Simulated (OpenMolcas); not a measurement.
# Fe7+, Ru7+, Os7+: d down the group

```
Program             : OpenMolcas 26.06
Method              : SS-CASPT2, IPEA 0.25 Eh, imaginary shift 0.1 Eh
Basis               : ANO-R3
Scalar Hamiltonian  : X2C, finite nucleus
Spin-orbit coupling : state interaction with AMFI integrals over the reference wave functions, term energies averaged over their components
```

Active space for each ion: 1 electron in 5 orbitals (d); closed shells correlated by CASPT2: Fe7+ 3s 3p; Ru7+ 4s 4p; Os7+ 5s 5p.

Computed levels in cm-1 above 2D 3/2:

```
                               Level  Fe7+  Ru7+   Os7+
                              2D 5/2  1795  4040  13080
weight of 2D in the lowest level (%)   100   100    100
```

Measured, with the error of the calculation in %. Measured levels: Fe7+ from Corliss and Sugar, J. Phys. Chem. Ref. Data 11, 135 (1982).

```json
{"Level": "2D 5/2", "Fe7+": "1836 (-2.3)"}
```

The fine-structure level 2D 5/2 changes by a factor of 7.29 from Fe7+ to Os7+.

CASPT2 breaks the degeneracy within a term, and the mean is taken; among the terms shown or strongly mixed into the levels shown the widest spread is 13 cm-1 (4d 2D, Ru7+). With one active electron, CASPT2 adds the correlation within the correlated inactive shells and between them and that electron, and leaves the splitting within a term as the reference gives it. Measured partners are found by configuration, term and J. A level has none where our copy of the source lacks it or the pairing is in doubt (some pairs that miss far off the trend of their configuration count as doubtful), and it then counts in no deviation. Levels of configurations outside the active space are missing.
